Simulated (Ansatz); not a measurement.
`NC1N[SiH2][Se]1`, relaxed with RKS PBE-D4/def2-SVP in Ansatz 0.2.0 from a rough embedded geometry. The force threshold is 0.03 eV/Å; the program also tests the step.

Charge 0, multiplicity 1.

Start:

```xyz
11

N     0.934    0.179   -1.503
C     0.496    0.511   -0.198
N     0.320   -0.719    0.540
Si   -1.487   -0.646    0.833
Se   -1.316    1.353   -0.254
H     1.071    1.130   -2.066
H     1.893   -0.230   -1.482
H     1.182    1.157    0.306
H     0.803   -0.687    1.462
H    -2.183   -1.624    0.097
H    -1.713   -0.422    2.264
```

| step | energy (eV) | largest force (eV/Å) | largest move (Å) |
| --- | --- | --- | --- |
| 1 | -77309.6493 | 2.786 | 0.000 |
| 2 | -77310.1150 | 1.041 | 0.153 |
| 3 | -77310.1828 | 0.356 | 0.045 |
| 4 | -77310.2109 | 0.374 | 0.200 |
| 5 | -77310.2291 | 0.364 | 0.046 |
| 6 | -77310.2722 | 0.384 | 0.200 |
| 7 | -77310.3030 | 1.077 | 0.195 |
| 8 | -77310.3380 | 1.050 | 0.138 |
| 9 | -77310.4506 | 0.304 | 0.200 |
| 10 | -77310.4950 | 0.322 | 0.200 |
| 11 | -77310.5203 | 0.402 | 0.050 |
| 12 (rejected) | -77310.4674 | 2.339 | 0.195 |
| 13 | -77310.5832 | 0.233 | 0.098 |
| 14 | -77310.5926 | 1.462 | 0.097 |
| 15 | -77310.6135 | 1.065 | 0.150 |
| 16 | -77310.6515 | 0.227 | 0.047 |
| 17 | -77310.6552 | 0.062 | 0.025 |
| 18 | -77310.6560 | 0.026 | 0.011 |

End:

```xyz
11

N     1.410    0.347   -1.262
C     0.567    0.597   -0.176
N     0.270   -0.584    0.588
Si   -1.462   -0.589    0.876
Se   -1.496    1.170   -0.561
H     1.700    1.179   -1.785
H     1.061   -0.389   -1.885
H     0.933    1.481    0.392
H     1.058   -1.054    1.043
H    -2.156   -1.868    0.476
H    -1.886   -0.289    2.294
```

Run time 20 s (4 threads of an Intel Xeon Platinum 8488C on a shared host); peak host memory 0.21 GiB.
